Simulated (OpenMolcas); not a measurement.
Ni3+ among 6 point charges of -2 e arranged as a tetragonal octahedron (D4h). The axial distance is 0.93 times the equatorial one, R.

- Program: OpenMolcas 26.06
- Method: SS-CASPT2, IPEA 0.25 Eh, imaginary shift 0.1 Eh (closed shells correlated: 3s 3p)
- Basis: ANO-RCC-VDZP [5s4p2d1f]
- Scalar Hamiltonian: DKH2, point nucleus
- Active space: 7 electrons in 5 orbitals (3d)
- State averaging: 2S+1 = 4 even, 10 roots; 2S+1 = 2 even, 40 roots
- Spin-orbit coupling: state interaction with AMFI integrals over the reference wave functions

All point charges move together. At R = 1.85 Å the first state of the same spin is 1050 cm-1, and at R = 2.06 Å it is 730 cm-1.

Q: A third run gives 520 cm-1. What distance was it run at?

A: With a power law R^-n the two known points give n = -ln(730 / 1050) / ln(2.06 / 1.85) = 3.38. Then R = 1.85 × (1050 / 520)^(1/3.38) = 2.278 Å. The run was at 2.25 Å, so the estimate is off by +0.028 Å.

An orbital doublet at a regular site is open to a Jahn-Teller distortion, which this geometry leaves out. Point charges give a weaker field than real ligands, and real ions of this kind are often low spin; the high spin found here belongs to the model. Free-ion shares, where given, are those of the reference states; single-state CASPT2 does not remix them. This is an electrostatic model: the charges have no orbitals. No measured value stands beside these numbers.
